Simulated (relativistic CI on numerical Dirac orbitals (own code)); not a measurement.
# Radial parameters of Tm⁴⁴⁺

Calculated at this level of theory: Dirac-Coulomb-Breit CI, KLI orbitals optimised for each configuration, model QED (radiative potential, 1s self-energy scaled to tabulated hydrogen-like ionisation energies), unscaled Slater integrals (own radial code, finite nucleus).

Slater integrals F^k, G^k are unscaled and averaged over j, outside the closed core [Ne]; ζ comes from projecting the Hamiltonian with its Breit term on Σ l·s of the shell.

- 3s²3p⁶3d⁷: F^2(3d,3d) = 540340, F^4(3d,3d) = 348610, ζ(3d) = 158520 cm⁻¹; <r>(3d) = 0.1886, <r^2>(3d) = 0.0413 (bohr units).
- 3s²3p⁵3d⁸: ζ(3p) = 1.2068e+06, F^2(3d,3d) = 539470, F^4(3d,3d) = 348020, F^2(3p,3d) = 470560, G^1(3p,3d) = 505530, G^3(3p,3d) = 336040, ζ(3d) = 157140 cm⁻¹; <r>(3p) = 0.2101, <r^2>(3p) = 0.05115, <r>(3d) = 0.1888, <r^2>(3d) = 0.04142 (bohr units).
- 3s²3p⁴3d⁹: F^2(3p,3p) = 467370, ζ(3p) = 1.2061e+06, F^2(3p,3d) = 470140, G^1(3p,3d) = 505520, G^3(3p,3d) = 335900, ζ(3d) = 155770 cm⁻¹; <r>(3p) = 0.2103, <r^2>(3p) = 0.05124, <r>(3d) = 0.1891, <r^2>(3d) = 0.04154 (bohr units).

Question: Give the Racah parameters of the d shell in 3s²3p⁶3d⁷.

Answer: B = F²/49 − 5F⁴/441 = 7075 cm⁻¹ and C = 35F⁴/441 = 27668 cm⁻¹.

Averages of the first 10 configurations, taken without configuration mixing, which lowers the lowest level and can move excited configurations by several eV; other configurations of the list can lie among them:

```csv
Configuration,Parity,States,Average energy above the lowest level (eV)
3s²3p⁶3d⁷,even,120,70.5
3s²3p⁵3d⁸,odd,270,500.0
3s²3p⁴3d⁹,even,150,936.9
3s3p⁶3d⁸,even,90,859.2
3p⁶3d⁹,even,10,1658.1
3s3p⁵3d⁹,odd,120,1287.2
3s²3p⁶3d⁶4s,even,420,1520.2
3s²3p⁶3d⁶4p,odd,1260,1655.3
3s²3p⁴3d⁸4s,even,1350,2369.0
3s²3p⁶3d⁶4d,even,2100,1816.8
```
